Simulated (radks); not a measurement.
The numbers below are computed, except where a source is named.
Ho II, 66 electrons, occupied as [Xe] 4f11 5d1 (not the ground configuration).

Code: a radial shooting solver on a logarithmic mesh with Libxc functionals. Model: Dirac Kohn-Sham, BP86, spin-unpolarised, spherical densities, finite nucleus; open shells fill j = l - 1/2 first; Fermi nuclear charge, rms radius 5.2022 fm.

Energy parts (eV):
total: -343644.90
kinetic: 378035.38
electron-nucleus: -848384.58
Hartree: 134145.55
exchange-correlation: -7441.25

Orbitals (lengths in bohr, moments of r in powers of bohr):
orbital  occ.  eigenvalue (eV)       <r^4>      <r^2>   <1/r>
1s1/2       2        -55436.16   9.256e-07  0.0005882   76.04
2s1/2       2        -9271.445   0.0001441   0.009110   18.25
2p1/2       2        -8825.875  0.00008839   0.006580   18.23
2p3/2       4        -7968.619   0.0001195   0.007803   15.89
3s1/2       2        -2074.408    0.005496    0.06028   6.674
3p1/2       2        -1879.145    0.004947    0.05587   6.591
3p3/2       4        -1700.113    0.006193    0.06277   5.993
3d3/2       4        -1364.816    0.004385    0.04960   5.876
3d5/2       6        -1325.705    0.004700    0.05152   5.730
4s1/2       2        -413.5587      0.1347     0.3040   2.791
4p1/2       2        -335.9890      0.1517     0.3182   2.683
4p3/2       4        -295.8303      0.1905     0.3564   2.477
4d3/2       4        -168.0404      0.2679     0.4046   2.255
4d5/2       6        -160.7551      0.2887     0.4198   2.204
4f5/2       6          -8.5395       3.811     0.9971   1.611
4f7/2       5          -7.5652       4.658      1.067   1.581
5s1/2       2         -55.1397       5.146      1.848   1.042
5p1/2       2         -34.3572       9.182      2.401  0.9095
5p3/2       4         -29.3943       12.51      2.792  0.8347
5d3/2       1          -5.9522       221.4      10.35  0.4559
5d5/2       0          -5.7149       252.8      11.08  0.4394

The highest occupied level is 5d3/2 at -5.952 eV. Summed over all electrons, <r^2> = 49.20 bohr^2, which gives a Langevin (diamagnetic) susceptibility term of -39 x 10^-6 cm^3/mol. The density falls to 0.001 e/bohr^3 at r = 4.00 bohr. The electron density at the nucleus is 8.057e+05 e/bohr^3.

Run on one thread of a shared host, so times are rough (Arm Neoverse N1): 0.25 s of CPU time, 0.25 s wall, 16 iterations on 2314 mesh points.
